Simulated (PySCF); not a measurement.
Vertical excitations of a molecule C₂H₇GaO from TDDFT-ωB97X/def2-SVPD run with PySCF, as energy in eV (oscillator strength): 5.92 (0.006), 6.45 (0.066), 6.46 (0.001), 7.24 (0.011), 7.56 (0.056), 8.09 (0.240), 8.31 (0.016), 8.35 (0.025), 8.44 (0.223), 8.73 (0.002). Lowest triplet (TDA): 5.68 eV. Geometry: r2SCAN-D4/def2-SVP. One conformer was computed; it need not be the lowest.

Identify the compound among the candidates.
A) CC[O][GaH2]
B) C[O][GaH][CH3]
C) [CH3][Ga]([CH3])[OH]

B, C[O][GaH][CH3]
